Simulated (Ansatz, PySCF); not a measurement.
Gas-phase reaction (SMILES): C (CH4) -> [CH3] (CH3) + H atom; the C-H bond at the site shown breaks (other sites are not compared here).

Each molecule is optimised on its own at B3LYP-D3(BJ)/def2-TZVP (Ansatz, a program for electronic structure). Valence correlation only, unless marked. Open shells are spin-unrestricted. Spin-orbit coupling is left out. Non-relativistic. CBS(X,Y): correlation extrapolated as X^-3; Hartree-Fock from the larger set. Thermal terms are rigid-rotor harmonic-oscillator values from B3LYP-D3(BJ) frequencies (PySCF) at 298.15 K and 1 atm. 1 Eh = 627.5095 kcal/mol. Atoms have translation alone. Electronic entropy comes from spin alone.

```json
[
 {"species": "C (CH4)", "E, CCSD(T)/CBS(def2-TZVPPD,def2-QZVPPD) (Ansatz) (Eh)": "-40.45806", "E, r2SCAN-D4/def2-TZVPD (Ansatz + dftd4) (Eh)": "-40.49957", "H - E (Eh)": "0.04840", "G - E (Eh)": "0.02728"},
 {"species": "[CH3] (CH3)", "E, CCSD(T)/CBS(def2-TZVPPD,def2-QZVPPD) (Ansatz) (Eh)": "-39.77884", "E, r2SCAN-D4/def2-TZVPD (Ansatz + dftd4) (Eh)": "-39.82813", "H - E (Eh)": "0.03371", "G - E (Eh)": "0.01164"},
 {"species": "H atom", "E, CCSD(T)/CBS(def2-TZVPPD,def2-QZVPPD) (Ansatz) (Eh)": "-0.49998", "E, r2SCAN-D4/def2-TZVPD (Ansatz + dftd4) (Eh)": "-0.49993", "H - E (Eh)": "0.00236", "G - E (Eh)": "-0.01065"}
]
```

### Question
Work out ΔE and ΔH, ΔG, ΔS and the equilibrium constant at 298.15 K at the first level, then ΔH at the second.

### Answer

1. ΔE = [(-39.77884) + (-0.49998)] - [(-40.45806)] = 0.17924 Eh = 112.5 kcal/mol at CCSD(T)/CBS(def2-TZVPPD,def2-QZVPPD).
2. The terms H - E add up to -0.01233 Eh, so ΔH = (0.17924 + (-0.01233))×627.5095 = 104.7 kcal/mol.
3. The terms G - E add up to -0.02629 Eh, so ΔG = 96.0 kcal/mol, and ΔS = (-0.01233 - (-0.02629))×627509.5/298.15 = 29.4 cal/(mol K).
4. log10 K = -ΔG/(RT ln 10) = -70.4, with RT ln 10 = 1.3642 kcal/mol.
5. With ΔH and ΔS taken as constant, ΔG changes sign near ΔH/ΔS = 3560 K, a rough figure that leaves out heat capacities.
6. At r2SCAN-D4/def2-TZVPD the same steps give ΔE = 107.6 and ΔH = 99.9 kcal/mol, a shift of -4.8 from the first level.
7. Tabulated enthalpies of formation (C (CH4) -17.8 kcal/mol, ATcT 1.112; [CH3] (CH3) 35.0 kcal/mol, ATcT 1.112; H atom 52.1 kcal/mol, ATcT 1.112) give ΔH = 104.9, so the errors are -0.2 and -5.0 kcal/mol; the tables hold anharmonic motion, scalar relativity, spin-orbit effects, which both levels lack, and core correlation, which the frozen-core level lacks.
